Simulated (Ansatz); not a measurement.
A nudged elastic band was laid between two geometries of ClF$_{2}$H$_{6}$N$_{2}$OTa (13 atoms, charge 0, multiplicity 1).

Level of theory: RKS PBE/def2-SVP in Ansatz.

```json
{"movable images": "5", "climbing image": "yes", "spring": "5.0 eV/Å²", "optimiser": "quadratic models (default)", "start path": "through a guess of the saddle point", "force threshold": "0.03 eV/Å", "iteration limit": "60", "end points": "relaxed"}
```

Initial state:

```xyz
13
Properties=species:S:1:pos:R:3
Ta 0.038 0.101 -0.073
O 1.953 -0.172 0.221
H 2.239 -0.957 0.725
F -0.198 0.151 1.830
F 0.053 -0.294 -1.956
Cl -1.735 1.713 -0.242
N -0.788 -1.696 0.042
H -1.139 -2.108 0.913
H -0.980 -2.295 -0.767
N 1.175 2.042 -0.936
H 0.964 2.142 -1.938
H 0.920 2.931 -0.485
H 2.190 1.897 -0.835
```

Final state:

```xyz
13
Properties=species:S:1:pos:R:3
Ta -0.296 0.394 -0.310
O 1.955 -0.354 -0.220
H 2.233 -0.516 0.703
F 0.084 0.695 1.538
F -0.095 -0.087 -2.135
Cl -2.387 1.417 -0.348
N -0.730 -1.541 0.040
H -0.857 -1.948 0.976
H -0.616 -2.299 -0.642
N 0.978 1.990 -0.786
H 1.151 2.293 -1.751
H 1.113 2.790 -0.156
H 2.159 0.619 -0.408
```

(1) Which bonds break or form, and what moves?

(2) What energy profile does the band end with?

(3) What is the geometry of the highest image?

(4) What are the harmonic wavenumbers there?

Answers

(1) Bonds broken: N10–H13. Bonds formed: O2–H13.

(2) It converged. The highest image is number 5 of 0 to 6, 1.07 eV above the first end and 0.03 eV above the last; the last end lies 1.03 eV above the first. A vibrational analysis at the climbing image gives one clearly imaginary mode, 416i cm⁻¹: a first-order saddle point. The orbitals stay closed-shell, which can raise the energy where a bond breaks towards radicals; this wasn't checked here.

```json
{"image": "0", "path coordinate (Å)": "0.00", "energy (eV)": "0.00", "N10–H13 (Å)": "1.03", "O2–H13 (Å)": "2.33"}
{"image": "1", "path coordinate (Å)": "0.53", "energy (eV)": "0.00", "N10–H13 (Å)": "1.03", "O2–H13 (Å)": "2.34"}
{"image": "2", "path coordinate (Å)": "1.06", "energy (eV)": "0.03", "N10–H13 (Å)": "1.03", "O2–H13 (Å)": "2.20"}
{"image": "3", "path coordinate (Å)": "1.59", "energy (eV)": "0.17", "N10–H13 (Å)": "1.03", "O2–H13 (Å)": "1.98"}
{"image": "4", "path coordinate (Å)": "2.12", "energy (eV)": "0.52", "N10–H13 (Å)": "1.08", "O2–H13 (Å)": "1.62"}
{"image": "5", "path coordinate (Å)": "2.65", "energy (eV)": "1.07", "N10–H13 (Å)": "1.46", "O2–H13 (Å)": "1.12"}
{"image": "6", "path coordinate (Å)": "3.07", "energy (eV)": "1.03", "N10–H13 (Å)": "1.85", "O2–H13 (Å)": "1.01"}
```

(3) 
```xyz
13
Properties=species:S:1:pos:R:3:forces:R:3
Ta -0.275 0.328 -0.318 0.00 0.00 0.00
O 1.896 -0.295 -0.268 0.00 0.00 0.00
H 2.247 -0.541 0.609 0.00 0.00 0.00
F 0.027 0.669 1.536 0.00 0.00 0.00
F -0.140 -0.115 -2.157 0.00 0.00 0.00
Cl -2.295 1.495 -0.429 0.00 0.00 0.00
N -0.749 -1.571 0.087 0.00 0.00 0.00
H -0.798 -1.973 1.032 0.00 0.00 0.00
H -0.693 -2.332 -0.601 0.00 0.00 0.00
N 1.126 1.941 -0.743 0.00 0.00 0.00
H 1.184 2.309 -1.701 0.00 0.00 0.00
H 1.168 2.738 -0.094 0.00 0.00 0.00
H 1.994 0.801 -0.453 0.00 0.00 0.00
```

(4) 416i, 70, 98, 134, 140, 157, 192, 203, 229, 320, 327, 339, 370, 484, 543, 560, 583, 602, 621, 628, 646, 663, 718, 904, 1450, 1460, 1478, 1893, 3431, 3443, 3525, 3541, 3724 cm⁻¹.

The run took 100 s on 4 threads of AMD EPYC 9R45 96-Core Processor (Zen 5), with other jobs on the host, peak memory 0.25 GiB.
